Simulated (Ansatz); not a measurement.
Basis-set extrapolation for CH₅NSSi, SMILES `N[SiH2]C=S` (PBE0-D4/def2-TZVP geometry, frozen core, the Gaussian-basis code of Ansatz). Multiplicity 1, RHF reference.

```tsv
	def2-TZVPP	def2-QZVPP
HF	-781.754807	-781.779874
MP2 correlation	-0.667229	-0.717514
CCSD(T) correlation	-0.743678	not run
```

Energies in hartree. Use E(X) = E(∞) + A·exp(−7.88·√X) for Hartree–Fock and E(X) = E(∞) + B·X^(−2.97) for correlation, with X = 3 and 4, and add CCSD(T) minus MP2 of the smaller set to the MP2 limit.

Task: What is the CCSD(T) energy at the basis-set limit?

Result: HF limit: -781.779874 + (-0.025067) × 0.13774 = -781.78333. MP2 limit: -0.717514 + (-0.050285) × 0.74074 = -0.75476. Higher-order term: -0.743678 − (-0.667229) = -0.07645. Total: -782.61454 hartree, 3.16 eV below CCSD(T)/def2-TZVPP.
